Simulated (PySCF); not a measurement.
Rigid-rotor lines calculated for a species of formula CH8GeOSSi (commonest isotopes; PBE0-D3(BJ)/def2-SVP geometry optimisation, gas phase in PySCF), labelled J(Ka,Kc):

| transition | MHz |
| --- | --- |
| 1(0,1) ← 0(0,0) | 1841.9 |
| 2(1,1) ← 1(1,0) | 3801.5 |
| 2(1,2) ← 1(1,1) | 3566.0 |
| 2(0,2) ← 1(0,1) | 3679.4 |
| 1(1,1) ← 0(0,0) | 4179.4 |

Question: Find the rotational constants.

Answer: 1(0,1) ← 0(0,0) is B + C, 2(1,1) ← 1(1,0) is 3B + C and 2(1,2) ← 1(1,1) is B + 3C, so B − C is half the difference of the last two, 117.8 MHz. 1(1,1) ← 0(0,0) is A + C. A = 3317.4, B = 979.8, C = 862.1 MHz.

Question: What moments of inertia, asymmetry and inertial defect follow?

Answer: I = 505379 MHz·u·Å² over each constant: Ia = 152.34, Ib = 515.80, Ic = 586.24 u·Å²; κ = (2B − A − C)/(A − C) = -0.904 (near-prolate asymmetric top); Δ = Ic − Ia − Ib = -81.90 u·Å².

Question: Which dipole components do these lines need?

Answer: μa and μb (a-type: ΔKa even, ΔKc odd; b-type: both odd). The calculation gives |μa| = 0.64 D, |μb| = 1.03 D, |μc| = 0.70 D.

Question: Predict further lines from these constants: 2(2,0) ← 1(1,0); 2(2,1) ← 2(1,2); 3(1,2) ← 3(1,3); 3(2,2) ← 3(1,3); 3(3,0) ← 3(2,1); 1(1,0) ← 1(0,1); 3(3,0) ← 2(2,1); 3(2,1) ← 2(1,2); 3(3,1) ← 2(2,0); 3(0,3) ← 2(0,2); 3(2,1) ← 2(1,1); 3(1,2) ← 2(0,2).

Answer: 
| transition | MHz | type | branch |
| --- | --- | --- | --- |
| 3(1,2) ← 3(1,3) | 706 | a | Q |
| 1(1,0) ← 1(0,1) | 2455 | b | Q |
| 3(0,3) ← 2(0,2) | 5508 | a | R |
| 2(2,1) ← 2(1,2) | 7366 | b | Q |
| 3(2,2) ← 3(1,3) | 7545 | b | Q |
| 3(1,2) ← 2(0,2) | 8277 | c | R |
| 2(2,0) ← 1(1,0) | 10819 | c | R |
| 3(3,0) ← 3(2,1) | 11963 | b | Q |
| 3(2,1) ← 2(1,1) | 12560 | c | R |
| 3(2,1) ← 2(1,2) | 12913 | b | R |
| 3(3,1) ← 2(2,0) | 17506 | b | R |
| 3(3,0) ← 2(2,1) | 17511 | b | R |

Question: Which structure gave them?

Answer: `CS[SiH2][O][GeH3]`, point group C1. Three constants can't fix a structure by themselves; this is the one that was computed:
```
atom  x, y, z in Å
C1     2.071    0.868   -0.401
S2     1.644   -0.614    0.573
Si3    0.492   -1.677   -0.884
O4    -0.899   -0.861   -1.257
Ge5   -2.031    0.007   -0.176
H6     1.171    1.385   -0.760
H7     2.623    1.542    0.268
H8     2.714    0.609   -1.253
H9     1.257   -1.831   -2.153
H10    0.220   -2.997   -0.244
H11   -1.417    1.374    0.169
H12   -2.265   -0.835    1.091
H13   -3.319    0.165   -0.995
```

The values belong to one conformer (point group C1) with, in the numbering `[CH3:1][S:2][SiH2:3][O:4][GeH3:5]`, C1–S2–Si3–O4 -65°, S2–Si3–O4–Ge5 -41°. Not checked by PBE0-D3(BJ)/def2-SVP frequencies. Constants of a rigid frame at the computed geometry: no zero-point averaging, no centrifugal distortion. A rigid rotor knows nothing of internal rotation, which can split or shift real lines.

On Arm Neoverse V2, one thread, shared host, this took 4.5 min of wall time. That covers the optimisation of the geometry.
